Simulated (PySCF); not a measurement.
Species: C₇H₁₄P (charge +1).
Bonds: C1–C2, C2–P3, P3–C4, C4–C5, C5–C6, C6–C7, C7–C8, C1–C6, P3–C8. Hydrogens: H9, H10 on C1; H11, H12 on C2; H13 on P3; H14, H15 on C4; H16, H17 on C5; H18 on C6; H19, H20 on C7; H21, H22 on C8.

The same species was optimised twice, with GFN2-xTB and with PBE0-D3(BJ)/def2-SVP (PySCF), and the same property calculations (PySCF, gas phase) were run on both structures.

| coordinate | GFN2-xTB | PBE0-D3(BJ)/def2-SVP | change |
| --- | --- | --- | --- |
| C7–C8 (Å) | 1.547 | 1.554 | +0.007 |
| C4–C5 (Å) | 1.547 | 1.553 | +0.006 |
| C1–C2 (Å) | 1.547 | 1.553 | +0.006 |
| C5–C6 (Å) | 1.539 | 1.541 | +0.002 |
| P3–C8 (Å) | 1.804 | 1.803 | -0.001 |
| P3–C4 (Å) | 1.805 | 1.803 | -0.002 |
| C1–C6 (Å) | 1.539 | 1.541 | +0.002 |
| C6–C7 (Å) | 1.539 | 1.540 | +0.001 |
| C2–P3 (Å) | 1.804 | 1.803 | -0.001 |
| C2–C1–C6 (°) | 112.7 | 113.5 | +0.8 |
| C6–C7–C8 (°) | 112.7 | 113.6 | +0.9 |
| C4–C5–C6 (°) | 112.7 | 113.4 | +0.7 |
| P3–C4–C5 (°) | 105.2 | 105.9 | +0.7 |
| P3–C8–C7 (°) | 105.2 | 105.9 | +0.7 |
| C1–C2–P3 (°) | 105.1 | 105.8 | +0.7 |
| C4–P3–C8 (°) | 105.1 | 105.4 | +0.3 |
| C2–P3–C4 (°) | 104.9 | 105.1 | +0.2 |

Rotational constants: A = 2128, B = 1902, C = 1900 MHz (GFN2-xTB) against A = 2122, B = 1878, C = 1876 MHz (PBE0-D3(BJ)/def2-SVP). Point groups within 0.08 Å: C3 and C3. Atoms that the bonding makes alike are paired by their places after alignment.

On the GFN2-xTB structure: HOMO (eV) -13.05 [PBE0/pcSseg-1]; LUMO (eV) -3.60 [PBE0/pcSseg-1]; GIAO shielding of C1/C5/C7 (mean) (ppm) 161.6 [PBE0/pcSseg-1]; GIAO shielding of C2/C4/C8 (mean) (ppm) 173.4 [PBE0/pcSseg-1]; GIAO shielding of P3 (ppm) 356.3 [PBE0/pcSseg-1]; GIAO shielding of C6 (ppm) 163.1 [PBE0/pcSseg-1].

What do these properties become on the PBE0-D3(BJ)/def2-SVP structure?

```
                                    property          level  on GFN2-xTB  on PBE0-D3(BJ)/def2-SVP  change
                                   HOMO (eV)  PBE0/pcSseg-1       -13.05                   -13.03   +0.02
                                   LUMO (eV)  PBE0/pcSseg-1        -3.60                    -3.71   -0.11
energy, GFN2-xTB geometry as zero (kcal/mol)  PBE0/pcSseg-1          0.0                     -0.7    -0.7
     GIAO shielding of C1/C5/C7 (mean) (ppm)  PBE0/pcSseg-1        161.6                    159.4    -2.2
     GIAO shielding of C2/C4/C8 (mean) (ppm)  PBE0/pcSseg-1        173.4                    171.6    -1.8
                  GIAO shielding of P3 (ppm)  PBE0/pcSseg-1        356.3                    350.6    -5.7
                  GIAO shielding of C6 (ppm)  PBE0/pcSseg-1        163.1                    162.5    -0.6
```

The heavy atoms differ by 0.041 Å rms after alignment. Among bonds between heavy atoms C1–C2, C4–C5 and C7–C8 change most and about equally (+0.006 to +0.007 Å). Changes are differences of the printed values. Neither structure is proved a minimum here. Isolated species at its PBE0-D3(BJ)/def2-SVP geometry, gas phase.
